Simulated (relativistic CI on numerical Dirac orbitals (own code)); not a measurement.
# Sensitivity of the levels of Lu16+ to α and to the nuclear radius

Computed by Dirac-Coulomb-Breit CI, orbitals from a KLI potential per configuration, derivatives by finite differences, unscaled Slater integrals, QED left out (own radial code, finite nucleus).

Configuration list (outside the closed core [Ar] 3d10 4p6 4d10): 4s²4f⁹, 4s4f¹⁰, 4f¹¹. Levels of other configurations are missing.

With x = (α/α₀)² − 1 an excitation energy changes as ω = ω₀ + qx; K = 2q/ω₀ is the relative enhancement. Terms are leading LS components, so labels can repeat. The field-shift factor is F = δν/δ⟨r²⟩ for the transition from the lowest level.

Lowest level 4s²4f⁹ ⁶H°15/2.

```
         Level  ω₀ (cm⁻¹)  q (cm⁻¹)       K  F (GHz/fm²)
4s²4f⁹ ⁶H°13/2     8201.4      8941    2.18        0.407
4s²4f⁹ ⁶H°11/2    13136.5     10720    1.63        0.515
4s²4f⁹ ⁶F°11/2    16777.0      7258   0.865         0.42
 4s²4f⁹ ⁶H°9/2    17135.2     12550    1.47        0.618
 4s²4f⁹ ⁶F°9/2    18780.2      6153   0.655        0.394
 4s²4f⁹ ⁶H°7/2    20468.0     17330    1.69        0.825
 4s²4f⁹ ⁶H°5/2    22839.8     19330    1.69         0.92
 4s²4f⁹ ⁶F°7/2    23575.1     11020   0.935        0.619
 4s²4f⁹ ⁶F°5/2    26845.3     14100    1.05        0.763
 4s²4f⁹ ⁶F°3/2    28138.6     12480   0.887        0.713
 4s²4f⁹ ⁶F°1/2    29541.4     14950    1.01        0.818
4s²4f⁹ ⁴I°15/2    36564.4     -2521  -0.138        0.238
 4s²4f⁹ ⁴F°9/2    38431.2      7414   0.386        0.618
```

At this charge energies of transitions that change n are usually good to better than 1 %, and those within a shell (Δn = 0) to a few per cent. Terms inside the open d or f shell come out 10 to 20 % too wide with unscaled integrals.
